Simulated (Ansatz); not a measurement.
A nudged elastic band was laid between two geometries of AlClF$_{2}$H$_{3}$N (8 atoms, charge 0, multiplicity 1).

Computed with RHF/def2-SVP (Ansatz).

| Item | Value |
| --- | --- |
| movable images | 7 |
| climbing image | yes |
| spring | 5.0 eV/Å² |
| optimiser | quadratic models (default) |
| start path | straight line |
| force threshold | 0.05 eV/Å |
| iteration limit | 60 |
| end points | relaxed |

Initial state:

```xyz
8
Properties=species:S:1:pos:R:3
Al -0.006 0.011 0.321
N 0.028 -0.315 2.055
H -0.759 -0.661 2.571
H 0.871 -0.472 2.575
F 1.409 0.121 -0.517
F -1.401 -0.212 -0.527
Cl -0.326 2.693 0.622
H -0.301 2.493 1.883
```

Final state:

```xyz
8
Properties=species:S:1:pos:R:3
Al -0.066 0.518 0.113
N -0.046 0.311 2.117
H -0.779 -0.322 2.403
H 0.837 -0.077 2.414
F 1.419 -0.131 -0.240
F -1.380 -0.430 -0.243
Cl -0.288 2.603 -0.177
H -0.182 1.188 2.598
```

**Question.** What changes between the two ends?

**Answer.** Bonds broken: Cl7–H8. Bonds formed: Al1–Cl7, N2–H8.

**Question.** Give the energies along the band, and the barrier.

**Answer.** The run converged. The highest image is number 3 of 0 to 8, 0.110 eV above the first end and 2.458 eV above the last; the last end lies 2.347 eV below the first. Neighbouring images differ by up to 1.3 eV, so the band resolves the path poorly. Another band between the same ends (7 images) ends at a top of the same energy, where a vibrational analysis finds 1 clearly imaginary mode. The orbitals stay closed-shell, which can raise the energy where a bond breaks towards radicals; this wasn't checked here.

```tsv
image	path coordinate (Å)	energy (eV)	Cl7–H8 (Å)	Al1–Cl7 (Å)	N2–H8 (Å)
0	0.00	0.000	1.28	2.72	2.83
1	0.34	0.012	1.28	2.70	2.45
2	0.67	0.053	1.30	2.65	2.07
3	1.01	0.110	1.37	2.51	1.68
4	1.34	-0.368	1.65	2.39	1.31
5	1.67	-1.639	2.00	2.25	1.06
6	2.00	-2.143	2.38	2.16	1.01
7	2.33	-2.306	2.76	2.13	1.01
8	2.66	-2.347	3.12	2.12	1.01
```

**Question.** What is the geometry of the highest image?

**Answer.** 
```xyz
8
Properties=species:S:1:pos:R:3
Al -0.020 0.117 0.264
N -0.017 0.085 2.091
H -0.788 -0.335 2.582
H 0.832 -0.139 2.582
F 1.429 -0.013 -0.503
F -1.400 -0.348 -0.502
Cl -0.310 2.568 0.695
H -0.212 1.726 1.774
```

Run time: 110 s on 1 thread of Arm Neoverse V2, on a shared host, peak memory 0.19 GiB.
